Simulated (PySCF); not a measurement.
F₃Ga, charge +1, multiplicity 2. Atoms are numbered in the order given.

```xyz
4

Ga     0.0000     0.0000     0.1994
F      0.0000     0.0000     1.8830
F      0.0000     1.0410    -1.2848
F      0.0000    -1.0410    -1.2848
```
Charge +1, spin multiplicity 2.

Geometry: r2SCAN-D4/def2-SVP.

These are PBE/def2-TZVPD (PySCF) values and carry that method's errors.

The total energy comes out as -2223.58458 hartree. The point group comes out as C2v. The α spin, highest occupied and lowest empty level is -16.78 and -11.18 eV and the β spin, highest occupied and lowest empty level is -16.76 and -16.07 eV. The dipole moment about the centre of nuclear charge is 0.14 D and the mean static polarisability is 26.7 bohr³ (3.95 Å³). The polarisability, principal values comes out as 17.4, 30.2, 32.4 bohr³ and the ⟨S²⟩ comes out as 0.753 (pure state 0.75).
